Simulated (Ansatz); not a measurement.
Start from `C=C=CCC` and change one atom or group to get `C=C=C[SiH3]`.

Ansatz, PBE0-D4/def2-TZVP geometries, multiplicity 1. Each molecule was computed in one conformer, which needn't be the lowest.

```tsv
property	`C=C=CCC`
HOMO energy (PBE/def2-TZVPP) / eV	-6.06
LUMO energy (PBE/def2-TZVPP) / eV	-0.62
HOMO energy (B3LYP/def2-TZVPP) / eV	-7.00
HOMO–LUMO gap (B3LYP/def2-TZVPP) / eV	7.13
HOMO energy (ωB97M-V/def2-TZVPP) / eV	-9.43
HOMO–LUMO gap (ωB97M-V/def2-TZVPP) / eV	11.76
```

Question: What does the change do to each property? (Estimate.)

Answer: Computed: 
```json
{"property": "HOMO energy (PBE/def2-TZVPP) / eV", "`C=C=C[SiH3]`": "-6.40", "shift": "-0.34"}
{"property": "LUMO energy (PBE/def2-TZVPP) / eV", "`C=C=C[SiH3]`": "-1.19", "shift": "-0.57"}
{"property": "HOMO energy (B3LYP/def2-TZVPP) / eV", "`C=C=C[SiH3]`": "-7.33", "shift": "-0.33"}
{"property": "HOMO–LUMO gap (B3LYP/def2-TZVPP) / eV", "`C=C=C[SiH3]`": "6.91", "shift": "-0.22"}
{"property": "HOMO energy (ωB97M-V/def2-TZVPP) / eV", "`C=C=C[SiH3]`": "-9.75", "shift": "-0.32"}
{"property": "HOMO–LUMO gap (ωB97M-V/def2-TZVPP) / eV", "`C=C=C[SiH3]`": "11.62", "shift": "-0.14"}
```

With PBE0 the HOMO falls by 0.34 eV and the LUMO falls by 0.58 eV, so the gap narrows by about 0.24 eV. PBE moves the HOMO by -0.34 eV and ωB97M-V by -0.32 eV. The zero-point energy changes by -109.9 kJ/mol with -9 modes.

B3LYP here is the variant with VWN-RPA as its local correlation; programs differ in this.
